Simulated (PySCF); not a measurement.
**Calculated NMR parameters of O=C(F)c1ccccc1F**

| Item | Value |
| --- | --- |
| Formula | C7H4F2O |
| SMILES | O=C(F)c1ccccc1F |
| InChI | InChI=1S/C7H4F2O/c8-6-4-2-1-3-5(6)7(9)10/h1-4H |
| Point group of the computed structure | Cs |
| Degrees of unsaturation | 5 |
| Carbon signals | 7 |
| Proton signals | 4 |

Mapped SMILES: `[O:1]=[C:2]([F:3])[c:4]1[cH:5][cH:6][cH:7][cH:8][c:9]1[F:10]`. Each H is labelled by its parent atom.

Theoretical values (PySCF 2.14): NMR shieldings at PBE0/pcSseg-1/GIAO, GFN2-xTB geometry. Isolated molecule, non-relativistic, single conformer.

Shifts are taken against calculated references (same method and geometry level): 1H (31.72 ppm), 13C (186.93 ppm) against TMS; CFCl3 for 19F (170.95 ppm); H2O for 17O (336.08 ppm).

| carbon | δC, type | δH (multiplicity) | HMBC from (2–3 bonds) | span of the C tensor (ppm) |
| --- | --- | --- | --- | --- |
| C2 | 165.0, C | – | H(C5) | 195 |
| C4 | 117.9, C | – | H(C5), H(C6), H(C8) | 156 |
| C5 | 143.0, CH | 8.60 (m) | H(C7), H(C6) | 237 |
| C6 | 129.5, CH | 7.58 (m) | H(C5), H(C7), H(C8) | 229 |
| C7 | 143.7, CH | 7.95 (m) | H(C5), H(C6), H(C8) | 242 |
| C8 | 123.5, CH | 7.49 (m) | H(C7), H(C6) | 191 |
| C9 | 174.1, C | – | H(C5), H(C7), H(C8) | 154 |

Other nuclei:
```tsv
atoms	nucleus	environment	δ (ppm)	σ (ppm)
F3	19F	fluorine bonded to C	36.3	134.6
F10	19F	aryl fluorine	-103.2	274.1
O1	17O	carbonyl oxygen	436.6	-100.6
```

Carbon types of the structure: 3 × C, 4 × CH, which accounts for all hydrogens. δC 174.1: aromatic carbon bearing fluorine; an ipso carbon deshielded by its heteroatom. δC 165.0: carbonyl carbon. δC 143.7, 143.0, 129.5, 123.5: aromatic CH. δC 117.9: substituted aromatic carbon. δH 8.60, 7.95, 7.58, 7.49: hydrogen on an aromatic CH.

Splittings by 19F in the carbon and heteronuclear signals aren't shown, as no couplings were computed. Shifts are as computed. Against solution values, carbons near 30 ppm lie about +3 ppm off and those near 130 ppm about +5 ppm. Of 1211 compounds with measured shifts, 218 miss one by over three times the rms of a fit or turn the order of signals round; such compounds aren't used in these exercises. Unscaled 19F shifts against computed CFCl3 carry errors that often reach 10 to 50 ppm. Unscaled 17O shifts of doubly bonded oxygen tend to come out too high, by tens of ppm or more. Experimental scales use liquid or dissolved standards, which lie at an offset from isolated H2O (liquid H2O: subtract about 36 ppm). Multiplicities follow the n + 1 count of equivalent neighbours, as no J values were calculated; m marks all less simple cases, F and P coupling included.
